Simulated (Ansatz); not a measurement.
Ansatz (a program for electronic structure) job for C2H4FNOSi, SMILES O=C/N=C/[SiH2]F, CAM-B3LYP/def2-SVPD. Coordinates come from a B3LYP-D3(BJ)/def2-SVP optimisation. The structure was generated by enumeration; whether it is a known compound was not checked. Other conformers were not sampled.

Ansatz 0.2 input:
```yaml
crystal:
  periodic: [false, false, false]
  atoms:
    - {symbol: O, position_ang: [2.88328429, -0.80719348, 0.60890455]}
    - {symbol: C, position_ang: [2.45327875, 0.06372507, -0.10247611]}
    - {symbol: N, position_ang: [1.13618348, 0.54501013, -0.06372788]}
    - {symbol: C, position_ang: [0.13307771, -0.23093130, -0.20740792]}
    - {symbol: Si, position_ang: [-1.58612343, 0.53913352, -0.01831173]}
    - {symbol: F, position_ang: [-2.68557181, -0.65648742, -0.13837958]}
    - {symbol: H, position_ang: [3.08446087, 0.63211003, -0.82625583]}
    - {symbol: H, position_ang: [0.27575234, -1.30812957, -0.43795331]}
    - {symbol: H, position_ang: [-1.81903380, 1.50930141, -1.11742383]}
    - {symbol: H, position_ang: [-1.70300262, 1.17295004, 1.31757659]}
basis:
  gaussian:
    orbitals: def2-SVPD
hamiltonian:
  xc: {name: CAM-B3LYP}
```

Log of the run:

```
WARN ansatz: RAYON_NUM_THREADS=1 ignored (pool sized by the plan → 1); use --threads N
Functional definition: CAM-B3LYP
integrals: 0.11 GiB planned
1376 factors; their error is unknown
integrals: 0.14 GiB planned
554 factors; integrals over basis functions are off by at most 2.1e-5 eV
mean field: 1.03 GiB planned
mean field evaluation 1: about -16253.8772 eV, gradient 5.7e1 eV
mean field evaluation 2: about -16247.9171 eV, gradient 8.4e1 eV
mean field evaluation 4: about -16259.8350 eV, gradient 4.6e0 eV
mean field evaluation 8: about -16259.8745 eV, gradient 1.3e-1 eV
mean field evaluation 16: about -16259.9050 eV, gradient 3.6e-4 eV
mean field -16259.90499724 eV, -597.5404872890 hartree, gradient 7.1e-6 eV, S^2 0.000000; 0 other end points of the search recorded, 0 dependent functions left out
reference -16259.90515231 eV, -597.5404929879 hartree; 27, 27 occupied and 135, 135 virtual orbitals, 1376 factors
Total energy: -16259.90515231 eV, -597.5404929879 hartree
```

Self-consistency was reached.

Cost: about 6 core-seconds (a rough figure).
